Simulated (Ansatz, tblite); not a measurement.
Removing and adding an electron: `S/C=C/c1ccc(/C=C/c2ccc(/C=C/c3ccc(/C=C/c4ccc(/C=C/c5ccc(/C=C/c6ccc(S)cc6)cc5)cc4)cc3)cc2)cc1`. The state is a singlet with charge 0. Geometry: PBE-D4/def2-SVP. Ansatz, gas phase; energy differences of separate SCF runs; the oxidised species was run as a doublet alone; the reduced species was run as a doublet alone.

The xTB rows come from tblite. Single mean-field runs in def2-SVP are fitted with def2-universal-jkfit.

Question: Estimate orbital energies and vertical ionisation energies and electron affinities at: GFN1-xTB; GFN2-xTB; PBE-D4/def2-SVP; PBE0-D4/def2-SVP.

Answer: 
```csv
level,−HOMO (eV),vertical IE (eV),−LUMO (eV),vertical EA (eV),HOMO–LUMO gap (eV),IE − EA (eV)
GFN1-xTB,10.45,11.42,8.89,7.83,1.56,3.59
GFN2-xTB,9.56,10.53,7.96,6.93,1.59,3.60
PBE-D4/def2-SVP,4.49,5.51,3.01,2.05,1.48,3.46
PBE0-D4/def2-SVP,5.22,5.96,2.47,1.80,2.76,4.15
```

 Raw xTB energy differences between charge states are shifted by several eV; the methods need an empirical correction for them. Sets without diffuse functions give affinities that are too small.
